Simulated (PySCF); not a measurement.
Cartesian coordinates in Å; atom numbers follow the order of the lines, from 1:
```xyz
13

Si    0.081   -0.033   -1.575
N     0.057    0.109    0.120
C     1.018   -0.577    0.956
C    -1.089    0.627    0.833
H     1.383    0.099    1.750
H     1.888   -0.899    0.368
H     0.580   -1.468    1.444
H    -1.755    1.179    0.155
H    -1.676   -0.178    1.315
H    -0.762    1.327    1.622
Cl    2.019   -0.070   -2.238
Cl   -0.886    1.564   -2.419
Cl   -0.825   -1.730   -2.310
```

Geometry: PBE0-D3(BJ)/def2-SVP; GIAO absolute shieldings from PySCF, gas phase, non-relativistic, averaged over equivalent atoms.

At PBE0/pcSseg-1 (177 basis functions, 31 s wall time on 1 thread of an Arm Neoverse V1, shared host):
```csv
atoms,σ (ppm)
Si1,353.0
N2,211.5
C3/C4,147.6
H5/H6/H7/H8/H9/H10,28.70
Cl11/Cl12/Cl13,809.6
```

Question: Predict the values at KT2/pcSseg-1 on the same geometry.

Answer: 
| atoms | σ at KT2/pcSseg-1 | change |
| --- | --- | --- |
| Si1 | 366.2 | +13.2 |
| N2 | 198.5 | -13.0 |
| C3/C4 | 145.0 | -2.6 |
| H5/H6/H7/H8/H9/H10 | 28.52 | -0.18 |
| Cl11/Cl12/Cl13 | 783.4 | -26.2 |

The largest change is at Cl11/Cl12/Cl13 (chlorine bonded to Si). Cost: 177 basis functions, 30 s wall time on 1 thread of an Arm Neoverse V1, shared host.

The averaged Cl atoms aren't alike in the static structure (σ from 778 to 826 ppm); the average presumes fast exchange among these sites.
